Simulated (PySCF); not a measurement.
C2H3O2 (SMILES [CH2]OC=O), doublet, at a GFN2-xTB geometry. Base run: PBE0/pcseg-1 in PySCF.

Geometry (Å):
```xyz
7

C     -0.8793     0.0035     0.0156
O     -0.8188    -1.0113     0.6567
O      0.1708     0.7002    -0.4466
H     -1.8026     0.5137    -0.2885
C      1.4148     0.2803    -0.2061
H      1.5777    -0.6189     0.3596
H      2.1954     0.8918    -0.6090
```
Charge 0, spin multiplicity 2.
Orbitals are unrestricted.
All else is at PySCF's defaults.
Base energy -228.09979 Eh.

Variants of this job, named by their change:

| change | ΔE vs base (µEh) | grid points | electrons on the grid |
|---|---|---|---|
| base | 0.0 | 85824 | 31.00000 |
| grids.atom_grid = (75, 302) | 0.0 | 100920 | 31.00000 |
| grids.level = 2 | 0.1 | 60952 | 31.00000 |
| grids.atom_grid = (50, 194) | 27.0 | 45896 | 30.99999 |
| small_rho_cutoff = 0 | 0.0 | 85824 | 31.00000 |
| grids.atom_grid = (99, 590) | 0.3 | 224592 | 31.00000 |
| grids.prune = dft.gen_grid.sg1_prune | 32.6 | 38360 | 30.99994 |
| grids.prune = dft.gen_grid.treutler_prune | -1.0 | 74376 | 31.00000 |
| grids.prune = off | 0.0 | 135904 | 31.00000 |
| grids.radi_method = delley | 0.1 | 91512 | 31.00000 |
| grids.radi_method = mura_knowles | 0.0 | 81720 | 31.00000 |

Open shells are given as the SCF converged; they aren't shown to be the lowest states, and a large step between rows can be another state.
